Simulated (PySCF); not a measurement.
Compound: CH8N2OSi2.
Structure used (PBE0-D3(BJ)/def2-SVP), in Å, numbered top down from 1:
```
atom  x, y, z in Å
N1     3.0133    0.1411   -0.0210
C2     1.7009    0.1131   -0.3433
O3     1.3018    0.2073   -1.4939
Si4    0.3609   -0.0826    1.0418
N5    -1.0709   -0.0208    0.0883
Si6   -2.7645   -0.0972    0.4622
H7     3.6984    0.2562   -0.7607
H8     3.3330    0.0803    0.9352
H9     0.5004    1.0176    2.0501
H10    0.5560   -1.3683    1.7849
H11   -0.7982    0.1180   -0.8900
H12   -3.0681   -1.2906    1.3130
H13   -3.2481    1.1057    1.2131
H14   -3.5207   -0.1947   -0.8208
```

Theory: PySCF, PBE0-D3(BJ)/def2-SVP geometry optimisation, gas phase.

Masses are those of the commonest isotopes; rigid-rotor values at the optimised geometry. The values belong to one conformer with, in the numbering `[NH2:1][C:2](=[O:3])[SiH2:4][NH:5][SiH3:6]`, H–N1–C2–O3 1° and 179°, N1–C2–Si4–N5 179°, C2–Si4–N5–Si6 -179°.

Q: What are A, B and C (MHz)?

A: Ia = 79.23, Ib = 499.30, Ic = 566.85 u·Å²; 505379 MHz·u·Å²/I gives A = 6379, B = 1012, C = 891.6 MHz.

Q: Classify the top.

A: A near-prolate asymmetric top; Ray's κ = -0.956.

Q: What does the inertial defect say?

A: Not planar: Δ = Ic − Ia − Ib = -11.67 u·Å². For a rigid frame Δ = −2 Σ m c², so Σ m c² = 5.84 u·Å² lies off the ab plane: 5.82 from hydrogen and 0.02 from heavier atoms. The atom farthest from that plane is 1.30 Å away.

Q: Give the other two planar moments, Paa and Pbb, and the rms extents of the mass along the axes.

A: Paa = Σ m a² = (Ib + Ic − Ia)/2 = 493.46 and Pbb = Σ m b² = (Ia + Ic − Ib)/2 = 73.39 u·Å². With the mass M = 120.02 u, the rms extents √(P/M) along a, b and c are 2.03, 0.78, 0.22 Å.

Q: Where do the levels up to J = 3 lie, in cm⁻¹?

A: Above 0(0,0):
J = 1: 1(0,1) 0.0635, 1(1,1) 0.2425, 1(1,0) 0.2465
J = 2: 2(0,2) 0.1904, 2(1,2) 0.3655, 2(1,1) 0.3776, 2(2,1) 0.9146, 2(2,0) 0.9146
J = 3: 3(0,3) 0.3807, 3(1,3) 0.5499, 3(1,2) 0.5741, 3(2,2) 1.1051, 3(2,1) 1.1054, 3(3,1) 2.0102, 3(3,0) 2.0102
Those of J = 1 are B + C, A + C and A + B.

Q: Which lines would a microwave search look for?

A: The dipole components are |μa| = 2.59 D, |μb| = 2.09 D, |μc| = 0.10 D. Intensities carry the squares of the components, which stand as 1.00 : 0.65 : 0.00 (a : b : c). Some lines, for components of 0.1 D or more:

```
type  branch         J(Ka,Kc)    MHz  lower level (cm⁻¹)
   a       Q  2(1,1) ← 2(1,2)    362               0.365
   a       R  1(0,1) ← 0(0,0)   1904               0.000
   a       R  2(1,2) ← 1(1,1)   3687               0.243
   a       R  2(0,2) ← 1(0,1)   3805               0.064
   a       R  2(1,1) ← 1(1,0)   3928               0.247
   c       Q  2(1,2) ← 2(0,2)   5248               0.190
   c       Q  1(1,1) ← 1(0,1)   5366               0.064
   b       Q  1(1,0) ← 1(0,1)   5487               0.064
   b       Q  2(1,1) ← 2(0,2)   5610               0.190
   c       R  1(1,0) ← 0(0,0)   7391               0.000
   b       R  2(1,2) ← 1(0,1)   9053               0.064
   c       R  2(1,1) ← 1(0,1)   9415               0.064
   c       Q  2(2,1) ← 2(1,1)  16099               0.378
   b       Q  2(2,0) ← 2(1,1)  16101               0.378
   b       Q  2(2,1) ← 2(1,2)  16461               0.365
   b       R  2(2,1) ← 1(1,0)  20027               0.247
   c       R  2(2,0) ← 1(1,0)  20029               0.247
   c       R  2(2,1) ← 1(1,1)  20148               0.243
   b       R  2(2,0) ← 1(1,1)  20150               0.243
```

Not checked by PBE0-D3(BJ)/def2-SVP frequencies. Constants of a rigid frame at the computed geometry: no zero-point averaging, no centrifugal distortion. A rigid rotor knows nothing of internal rotation, which can split or shift real lines. Quadrupole hyperfine structure (14N) is left out.
